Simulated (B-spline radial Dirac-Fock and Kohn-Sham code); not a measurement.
The computed values come from a radial B-spline solver: Dirac-Fock energy differences between relaxed states, corrected for Breit and QED terms. Free neutral atoms.

Question: Order these X-ray lines by photon energy, lowest first.
A. Cd Lβ7
B. Sn Lγ1
C. In Lγ5
D. Pm Lα2
E. Cs Lβ2
F. Ce Lη

Answer: A (3538.7 eV), C (3808.4 eV), B (4133.2 eV), F (4724.0 eV), E (4936.9 eV), D (5407.3 eV).
